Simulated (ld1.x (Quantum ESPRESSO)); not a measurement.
**ruthenium (Ru), ultrasoft: configuration errors across variants**

* Element: Ru (Z = 44)
* Generator: ld1.x (Quantum ESPRESSO) 7.5
* Type: ultrasoft
* Functional: LDA (PZ)
* Relativity: fully relativistic
* Frozen core: [Kr]
* Valence charge: 8
* Reference configuration: 4d7 5s0 5p0 (charge +1)
* Partial waves: 5s (bound, empty): rcut 2.45, rcutus 2.75 bohr; 5s channel at 4.05 Ry: rcut 2.45, rcutus 2.75 bohr; 5p (bound, empty): rcut 3.20, rcutus 4.10 bohr; 5p channel at 1.55 Ry: rcut 3.20, rcutus 4.10 bohr; 4d (bound): rcut 1.70, rcutus 2.30 bohr; 4d channel at 0.15 Ry: rcut 1.70, rcutus 2.30 bohr
* Local potential: all-electron potential smoothed inside 2.80 bohr (lloc = -1)
* Core correction: none
* Augmentation charge: built from norm-conserving waves at rcut, not smoothed further

Open shells are filled in proportion to 2j + 1 (rel_dist='average').

All-electron excitation energies from the reference (eV): (1) 4d7 5s1 5p0 -7.615; (2) 4d6 5s0 5p0 18.437; (3) 4d5 5s0 5p0 49.283; (4) 4d7 5s0 5p1 -4.033; (5) 4d6 5s2 5p0 -6.000; (6) 4d6 5s1 5p1 -1.960; (7) 4d4 5s0 5p0 93.990.

2 further variants failed, have other tests or another functional or relativity, and are left out.

A true bound ghost makes a file unfit for plane-wave use even where its test errors are small: the radial tests pick states by their node count and pass the ghost by.

Errors AE − PS in meV (a dash: test not solved or not reliable):

```tsv
change	(1)	(2)	(3)	(4)	(5)	(6)	(7)	bound ghosts
base	+3.3	-20	-136	-14	-92	-97	-423	s, p1/2, p3/2
type TM; waves now 5s (bound): rc 2.75 bohr; 4d (bound): rc 2.30 bohr; 5p (bound): rc 4.10 bohr; local potential the p channel	+9.6	-145	-615	-2.1	-100	-116	-1302	none
core correction a·sin(br)/r model core inside 2.76 bohr	-3.6	-30	-181	-16	-104	-104	-533	s, p1/2, p3/2
local potential all-electron potential smoothed inside 3.10 bohr (lloc = -1)	+4.3	-20	-139	-15	-94	-97	-431	s, p1/2, p3/2
waves 5p (bound): rcut 3.04, rcutus 3.22 bohr; 5p channel at 1.55 Ry: rcut 3.04, rcutus 3.22 bohr	+3.3	-20	-136	–	-92	-121	-423	s, p1/2, p3/2
waves 4d (bound): rcut 1.70, rcutus 2.16 bohr; 4d channel at 0.15 Ry: rcut 1.70, rcutus 2.16 bohr	+3.5	-19	-131	-14	-90	-95	-408	s, p1/2, p3/2
```

Give the same row for: local potential all-electron potential smoothed inside 3.40 bohr (lloc = -1).

–, –, –, –, –, –, –; bound ghosts: s, p1/2, p3/2.
